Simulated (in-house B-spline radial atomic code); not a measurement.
Rb⁺. Computed with a B-spline radial atomic code. Model: non-relativistic spherical atom: semilocal Troullier-Martins pseudo-atom, one channel per l, against all electrons, high spin, G0W0 and RPA with empty states to l = 8, local potential for every l without a channel, a model core (radius 0 = none) keeps its share of the functional.

Without relativity these are model numbers for so heavy an element.

What the tables leave out is listed at the end.

The pseudopotential gives back the lowest level of each angular momentum of its own functional in the configuration it was made in; a second state of the same l is only approximately right. Exact exchange, RPA and GW see the smooth pseudo-orbitals and miss the exchange with the core, for which the functional's share stands in. The column with an uncorrelated core keeps all orbitals and exact exchange, and so separates missing core correlation from pseudisation. Only the three outermost levels and the lowest empty one were computed. RPA here is direct RPA, with no exchange kernel, and its energies carry an (l + 1/2)⁻⁴ tail. A hybrid on a potential with a model core restores only its own semilocal share of the core's exchange.

Command:
```bash
python run_psgw.py task.json out
```
Settings (lengths in bohr, energies in hartree):
```
Z                      37
electrons              36
configuration          [Ar] 3d10 4s2 4p6
generated_in           [Kr] 5s1
functional             pbe,pbe
core_shells            5
radius_factor          1.3
core_correction        True
```

Time taken, with all properties: 16 s on 1 thread of Arm Neoverse V2, on a shared host.

Given: made with PBE; model core radius 0.245 bohr; local radius 1.578 bohr; mean-field start PBE.

Valence shells of the generating configuration: 3d, 4s, 4p, 5s.

Channel: s 1.674, p 1.886, d 1.524 (radii in bohr).

Computed: largest level miss in the spin-unpolarised generating configuration 0.031 eV; valence RPA correlation energy all-electron orbitals -1.1249 hartree; valence RPA correlation energy pseudo -1.2025 hartree; pseudo-atom RPA polarisability 8.0726 bohr³.

```
     level  occupied  mean-field all-electron (eV)  mean-field pseudo minus all (eV)  G0W0 all-electron (eV)  G0W0 uncorrelated core minus all (eV)  G0W0 pseudo minus all (eV)  exchange self-energy all-electron (eV)  exchange self-energy pseudo (eV)
        4p         1                        -21.65                            -0.053                 -27.431                                 -0.046                      -0.741                                 -24.641                           -23.549
5s (empty)         0                       -5.9248                            -0.087                 -3.9569                                 -0.004                      -0.097                                 -1.4361                           -1.3901
```

Q: What is the all-electron RPA polarisability, core included?

A: 8.5489 bohr³.

Given: mean-field start PBE0.

Computed: valence RPA correlation energy all-electron orbitals -1.0785 hartree; valence RPA correlation energy pseudo -1.1675 hartree; all-electron RPA polarisability, core included 7.7281 bohr³.

```tsv
level	occupied	mean-field all-electron (eV)	mean-field pseudo minus all (eV)	G0W0 all-electron (eV)	G0W0 uncorrelated core minus all (eV)	G0W0 pseudo minus all (eV)	exchange self-energy all-electron (eV)	exchange self-energy pseudo (eV)
4p	1	-23.384	-0.173	-27.611	-0.043	-0.628	-24.595	-23.777
5s (empty)	0	-5.2928	-0.05	-4.0155	-0.003	-0.057	-1.2219	-1.1667
```

Q: What is the pseudo-atom RPA polarisability?

A: 7.1654 bohr³.

Among the listed levels the largest G0W0 shift of the pseudo-atom is -0.74 eV, for 4p on the PBE start, while leaving the core uncorrelated moves that level by -0.05 eV. So pseudisation and the lost core exchange, not the missing core correlation, make the error. Not in the tables (levels of low weight, unsolved or above zero; the highest and the empty levels are kept at any weight): on PBE the G0W0 levels 4s (pseudo minus all -3.49 eV, weights 0.14 and 0.36), 3d (pseudo minus all +8.61 eV, weights 0.11 and 0.66); on PBE0 the G0W0 levels 4s (pseudo minus all -1.35 eV, weights 0.60 and 0.22), 3d (pseudo minus all +10.94 eV, weights 0.80 and 0.72); no Hartree-Fock pseudo-atom is run with a model core.
